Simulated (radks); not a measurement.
Coherent X-ray form factor from a spherical all-electron density. All-electron calculation, scalar-relativistic Kohn-Sham, PBE, spin-polarised, spherical densities, finite nucleus; Fermi nuclear charge, rms radius of each element as measured or else 0.836 A^(1/3) + 0.57 fm. Program: a radial shooting solver on a logarithmic mesh with Libxc functionals.

sin(theta)/lambda (1/angstrom)  f0 (electrons)
0.05                                    22.602
0.1                                     21.523
0.15                                    20.017
0.2                                     18.328
0.25                                    16.627
0.3                                     15.015
0.4                                     12.257
0.5                                     10.204
0.6                                      8.774
0.8                                      7.120
1                                        6.163
1.25                                     5.163
1.5                                      4.216
2                                        2.724

The species is in the configuration that NIST lists as its ground one. Which atom or ion scatters so?

Answer. The chromium ion Cr+, [Ar] 3d5. Extrapolating in s^2 from the first two rows gives f0(0) = 23.0, near the electron count 23; among species with that count, the fall with angle is slower the higher Z, and the table is that of Z = 24; from so few rows the species is fixed only to a neighbour or two.
